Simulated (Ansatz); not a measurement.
Gas-phase reaction in SMILES: C[SiH2]B(O)O -> OB(O)[SiH2] + [CH3] (CH3) (the C-Si bond at the site shown breaks; other sites are not compared here)
Each molecule is optimised on its own at B3LYP-D3(BJ)/def2-TZVP (Ansatz, an electronic-structure program), one conformer each, not searched for the lowest.

Wanted: bond dissociation energy (electronic energy difference), in kcal/mol. Cores are frozen in the correlated levels unless marked. UHF or UKS for open shells. No spin-orbit coupling. Non-relativistic unless marked X2C. Basis-set limits of correlation are two-point, X^-3; Hartree-Fock from the larger set.

```csv
level,program,bond dissociation energy (kcal/mol)
HF/6-31G*,Ansatz,62.8
```

### Question
Predict the CCSD(T)/CBS(aug-cc-pV(T+d)Z,aug-cc-pV(Q+d)Z) result (Ansatz).

### Answer
88.5 kcal/mol
